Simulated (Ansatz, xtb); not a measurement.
**Ligand exchange: C2H5ClSi + C2H8Si → C2H8Si2 + C2H5Cl**

Species: C2H5ClSi `C=C[SiH2]Cl`, singlet; C2H8Si `CC[SiH3]`, singlet; C2H8Si2 `C=C[SiH2][SiH3]`, singlet; C2H5Cl (chloroethane) `CCCl`, singlet. The partners trade Cl for SiH3: Si–Cl and C–SiH3 bonds give way to Si–SiH3 and C–Cl.

Shapes, held fixed at every level: PBE0-D4/def2-TZVP. Flexible molecules stand in one conformer, not always the lowest. Programs: Ansatz 0.2.0, xtb 6.7.1. The zero-point and thermal change to 298 K, harmonic and unscaled (PBE0-D4/def2-TZVP), is -0.5 kJ/mol.

| level | kind | ΔH(298 K) (kJ/mol) | less CCSD(T)/CBS estimate | CPU time (sum over the molecules) |
| --- | --- | --- | --- | --- |
| GFN0-xTB | semi-empirical | +161.2 | +16.5 | 0.18 s |
| HF/def2-TZVPP | Hartree–Fock | +154.0 | +9.3 | – |
| SPW92/def2-TZVPP | LDA | +127.4 | -17.3 | 13 s |
| r2SCAN-D4/def2-TZVPP | meta-GGA | +140.0 | -4.7 | 40 s |
| wB97M-V/def2-TZVPP | range-separated hybrid | +149.9 | +5.2 | 90 s |
| wB97X-V/def2-TZVPP | range-separated hybrid | +141.2 | -3.5 | 62 s |
| CCSD(T)/def2-SVP | coupled cluster or CI | +138.2 | -6.5 | 24 s |
| CCSD/def2-SVP | coupled cluster or CI | +140.5 | -4.2 | – |
| CCSD(T)/CBS estimate | coupled cluster or CI | +144.7 | 0.0 | 13 min |

The highest level, CCSD(T)/CBS estimate, gives ΔH(298 K) = +144.7 kJ/mol; the levels span +127.4 to +161.2. The column of differences is taken from that level and isn't an error. No measured value is set beside it here. The CBS estimate extrapolates MP2 from def2-TZVPP and def2-QZVPP and adds CCSD(T) − MP2 in the triple-zeta set, cores frozen. Times are processor times on shared x86 and Arm servers, and rough.
